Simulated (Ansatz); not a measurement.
## Cost against result

Saddle point of CH$_{9}$GeN, singlet (CH₇GeN ([CH3][NH][GeH3]) + H₂ → CH₅N ([CH3][NH2]) + GeH₄; bonds formed: Ge1–H8, N2–H7; bonds broken: Ge1–N2, H7–H8), PBE0-D4/def2-TZVP structure:

```
12
angstrom
Ge -0.8475 0.9621 0.6688
N 0.4843 0.1293 -0.5513
C 0.3848 -1.3198 -0.6916
H -2.0366 0.7695 -0.3455
H -0.7082 2.4750 0.8466
H -1.2241 0.1110 1.8839
H 1.1794 0.4721 0.3303
H 1.1000 0.8911 1.4412
H 0.5725 0.6015 -1.4476
H -0.5833 -1.6212 -1.0982
H 0.5028 -1.7650 0.2999
H 1.1758 -1.7058 -1.3364
```

Barriers are electronic and count from the start structure reached by relaxing down the imaginary mode.

Ansatz 0.2.0; basis: as named in each row; cores frozen in the correlated methods. Filled d shells of the heavier atoms are correlated. The def2 sets are not built for correlating such inner shells, so the correlated values are less sure here. B3LYP uses VWN-RPA correlation. Extrapolation: Hartree–Fock as exp(−7.88 √X), correlation as X^−2.97.

Times are rough, for one single point on 4 threads of a shared host (AMD EPYC 9R45).

The estimate by CCSD(T) at an estimated basis limit (MP2 extrapolated from triple and quadruple zeta, plus CCSD(T) − MP2 in triple zeta) is 45.01 kcal/mol.

```csv
method,basis,time (s),barrier (kcal/mol),method less estimate
HF,STO-3G,under 1,85.54,40.53
PBE-D4,STO-3G,under 1,56.20,11.19
SPW92,def2-SVP,under 1,27.06,-17.95
B3LYP-D4,6-31G,under 1,39.29,-5.72
PBE-D4,def2-SVP,under 1,34.51,-10.50
PBE0-D4,def2-SVP,under 1,37.75,-7.26
SPW92,def2-TZVPP,under 1,28.66,-16.35
PBE-D4,def2-TZVPP,under 1,36.19,-8.82
BLYP-D4,def2-TZVPP,under 1,40.04,-4.97
B3LYP-D4,def2-TZVPP,under 1,42.02,-2.98
BHLYP-D4,def2-TZVPP,1,45.39,0.38
PBE0-D4,def2-TZVPP,1,39.00,-6.00
wB97M-V,def2-SVP,1,40.50,-4.51
CAM-B3LYP-D4,def2-TZVPP,1,43.07,-1.94
r2SCAN-D4,def2-TZVPP,1,39.34,-5.67
r2SCAN0-D4,def2-TZVPP,2,41.14,-3.87
RPA on PBE,def2-TZVPP,2,44.44,-0.56
CCSD(T),def2-SVP,2,44.99,-0.01
B2PLYP,def2-TZVPP,2,44.32,-0.69
PBE-QIDH,def2-TZVPP,2,42.58,-2.43
wB97X-V,def2-TZVPP,2,43.73,-1.27
wB97M-V,def2-TZVPP,3,42.72,-2.29
B97M-V,def2-TZVPP,3,39.16,-5.85
MP2,def2-QZVPP,8,45.56,0.55
CCSD(T),def2-TZVPP,36,44.22,-0.78
```

All methods are single points on the PBE0-D4 structures.

The T1 diagnostic stays at or below 0.013.

Labels in which every atom is bracketed show which atoms are joined, not bond orders.
